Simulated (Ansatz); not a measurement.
Start from `O=C=NCF` and change one atom or group to get `O=C=N[SiH2]Cl`.

Ansatz, PBE0-D4/def2-TZVP geometries, multiplicity 1. Each molecule was computed in one conformer, which needn't be the lowest.

```tsv
property	`O=C=NCF`
size of the dipole moment (ωB97M-V/def2-TZVPP) / D	2.33
HOMO–LUMO gap (PBE0/def2-TZVPP) / eV	8.56
LUMO energy (ωB97M-V/def2-TZVPP) / eV	2.28
HOMO energy (PBE0/def2-TZVPP) / eV	-8.46
ideal-gas entropy at 298 K and 1 bar (rigid rotor, harmonic PBE0-D4/def2-TZVP) / J/(mol·K)	313
LUMO energy (PBE/def2-TZVPP) / eV	-1.00
```

(1) What does the change do to each property? (Best estimate.)

## Answers

(1) Ansatz gave: 
```csv
property,`O=C=N[SiH2]Cl`,shift
size of the dipole moment (ωB97M-V/def2-TZVPP) / D,1.65,-0.68
HOMO–LUMO gap (PBE0/def2-TZVPP) / eV,8.56,0.00
LUMO energy (ωB97M-V/def2-TZVPP) / eV,1.64,-0.64
HOMO energy (PBE0/def2-TZVPP) / eV,-8.89,-0.43
"ideal-gas entropy at 298 K and 1 bar (rigid rotor, harmonic PBE0-D4/def2-TZVP) / J/(mol·K)",345,32
LUMO energy (PBE/def2-TZVPP) / eV,-1.28,-0.28
```

Dipoles are sizes alone; their direction can turn. Modes under 60 cm⁻¹, often nearly free rotors, make the harmonic entropy too high.
